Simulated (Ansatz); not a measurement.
The first iterations of a band of ClH + H4Sn (7 atoms, charge 0, multiplicity 1).

These are results of RKS PBE-D4/def2-mTZVP in Ansatz, not measurements.

* movable images: 7
* climbing image: yes
* spring: 5.0 eV/Å²
* optimiser: quadratic models (default)
* start path: through a guess of the saddle point
* force threshold: 0.05 eV/Å
* iteration limit: 10
* end points: relaxed

First end point:

```xyz
7
Properties=species:S:1:pos:R:3
Sn -0.772 0.836 -0.193
H 0.155 -0.631 -0.147
H -0.778 1.406 -1.815
H -2.367 0.470 0.331
H -0.030 1.977 0.854
H 1.401 -1.629 0.307
Cl 2.391 -2.429 0.663
```

Last end point:

```xyz
7
Properties=species:S:1:pos:R:3
Sn -0.179 1.024 0.310
H -0.237 -2.378 -1.191
H 0.047 1.054 -1.393
H -1.538 0.092 0.793
H -0.159 2.592 1.014
H 0.346 -2.289 -0.726
Cl 1.720 -0.096 1.193
```

| iteration | highest image above the first end (eV) | largest band force component (eV/Å) |
| --- | --- | --- |
| 1 | 1.388 | 2.275 |
| 2 | 1.010 | 1.542 |
| 3 | 1.153 | 0.863 |

Problem. Does the band converge within its limit, and where does its top end?

Solution. It converged. It ended after 10 iterations with the highest image 1.099 eV above the first end. Another band between the same ends (7 images) ends at a top of the same energy, where a vibrational analysis finds 2 clearly imaginary modes. The orbitals stay closed-shell, which can raise the energy where a bond breaks towards radicals; this wasn't checked here.

Time of the run: 48 s on 2 threads of Intel(R) Xeon(R) Platinum 8488C (Sapphire Rapids), with other jobs on the host, peak memory 0.17 GiB.
